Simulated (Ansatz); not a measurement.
# Reading a saddle point

A first-order saddle point of Si₃H₇Cl, closed shell, PBE0-D4/def2-TZVP, with one imaginary mode of 201i cm⁻¹:

Si1  (-0.627, -1.003, 1.923)
Si2  (0.926, 0.153, 0.091)
Cl3  (-0.495, -1.712, -0.178)
H4  (2.158, -0.543, -0.428)
Si5  (0.221, 1.327, -1.830)
H6  (0.562, -1.256, 2.766)
H7  (-1.341, 0.278, 2.117)
H8  (-1.610, -2.075, 2.272)
H9  (0.235, 0.490, -3.062)
H10  (-1.160, 1.850, -1.637)
H11  (1.131, 2.490, -2.034)
(Å)

Program: Ansatz 0.2.0. Basis: def2-TZVPP and def2-QZVPP. Cores are frozen in the correlated methods. Extrapolation: Hartree–Fock as exp(−7.88 √X), correlation as X^−2.97.

Problem. Which contacts change along the imaginary mode, and what lies on either side? (A judgement: the text doesn't fix the answer.)

Solution. The calculation gives: The step is Si₃H₇Cl ([SiH3][SiH]([SiH3])[Cl]) → SiH₃Cl ([SiH3][Cl]) + Si₂H₄ ([SiH][SiH3]) (still joined by a long Si–Cl bond), with the molecules in contact on both sides. Shortening one way: Si1–Cl3; lengthening the same way: Si1–Si2, Si2–Cl3.
| pair | one side (Å) | saddle (Å) | other side (Å) |
| --- | --- | --- | --- |
| Si1–Cl3 | 3.58 | 2.22 | 2.11 |
| Si1–Si2 | 2.34 | 2.67 | 3.19 |
| Si2–Cl3 | 2.07 | 2.36 | 2.48 |

Problem. Which side is lower, and how far does the saddle lie above each? (To be estimated.)

Solution. Computed: The side with Si1–Si2, Si2–Cl3 short is lower by 193.5 kJ/mol; the saddle lies 210.9 kJ/mol above it and 17.4 kJ/mol above the other (CCSD(T) at an estimated basis limit (MP2 extrapolated from triple and quadruple zeta, plus CCSD(T) − MP2 in triple zeta); electronic energies).

T1 diagnostic: at most 0.014.

Losses and insertions of silylenes and their heavier kin drive the gas-phase chemistry of silicon and germanium vapour deposition.

Labels in which every atom is bracketed show which atoms are joined, not bond orders.

For scale, one of the runs: CCSD(T)/def2-TZVPP, 266 basis functions, launched by `ansatz run in.yaml --threads 4 --pin off --events-out ev --progress --plain --max-ram 9574MiB`. Hardware: 4 CPU threads of an Intel Xeon, shared host. Wall time 3.2 min; peak host memory 5.7 GiB.
